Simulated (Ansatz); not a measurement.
Calculated with Ansatz (gas phase, PBE0-D4/def2-TZVP geometries, no zero-point term in ΔE). CBS: MP2 limit from def2 TZ/QZ plus the TZ coupled-cluster correction, frozen cores. This one scheme is used for every species. DFT in def2-TZVPP. One conformer a species, not always the lowest.

`N[SiH](O)[Si](N)(F)F` + `N[SiH3]` → `N[SiH2][SiH](N)O` + `N[SiH](F)F`  (formal exchange of groups at the Si–Si bond)

`N[SiH](O)[Si](N)(F)F`:

Cartesian coordinates in Å:
```
N -0.626 -2.146 0.300
Si 0.135 -0.749 0.909
O 1.789 -0.687 0.843
Si -0.715 0.999 -0.401
N 0.542 2.025 -0.888
F -1.403 0.431 -1.732
F -1.917 1.765 0.322
H -0.620 -3.037 0.767
H -0.979 -2.202 -0.640
H -0.129 -0.631 2.361
H 2.188 -0.737 -0.027
H 0.416 2.779 -1.545
H 1.320 2.189 -0.269
```

`N[SiH3]`:

```xyz
7

N     0.360    0.969    0.264
Si   -0.127   -0.609   -0.219
H     0.620    1.138    1.222
H    -0.102    1.774   -0.127
H     0.886   -1.573    0.284
H    -1.459   -1.063    0.280
H    -0.178   -0.636   -1.704
```

`N[SiH2][SiH](N)O`:

Z-matrix (Å, degrees):
```
Si
Si 1 2.355
N 1 1.741 2 106.5
H 1 1.490 2 111.0 3 -114.7
H 1 1.497 2 112.0 3 126.3
O 2 1.655 1 115.0 3 -100.5
N 2 1.710 1 101.4 3 22.1
H 2 1.486 1 113.1 3 143.8
H 3 1.009 1 118.3 2 62.4
H 3 1.009 1 118.0 2 -161.8
H 6 0.959 2 116.3 1 64.9
H 7 1.008 2 119.5 1 1.8
H 7 1.006 2 124.9 1 163.7
```

`N[SiH](F)F`:

Z-matrix (Å, degrees):
```
Si
F 1 1.586
F 1 1.591 2 104.6
N 1 1.684 2 108.1 3 122.7
H 1 1.470 2 111.4 3 -115.3
H 4 1.006 1 121.4 2 160.3
H 4 1.007 1 122.6 2 -42.8
```

| level | ΔE (kcal/mol) |
| --- | --- |
| PBE0-D4 | -0.4 |
| r2SCAN | -0.5 |
| PBE0 | -0.7 |
| HF/def2-TZVPP | -0.4 |
| MP2/def2-TZVPP | -1.1 |
| SCS-MP2/def2-TZVPP | -0.9 |
| HF/def2-QZVPP | -0.5 |
| MP2/def2-QZVPP | -1.2 |

Q: What does CCSD(T)/CBS give? (Best estimate.)

A: Ansatz gave: -1.0 kcal/mol. The listed levels differ from it by 0.6, 0.5, 0.3, 0.6, -0.1, 0.1, 0.5, -0.2 kcal/mol.

Largest T1 diagnostic among the species: 0.012.
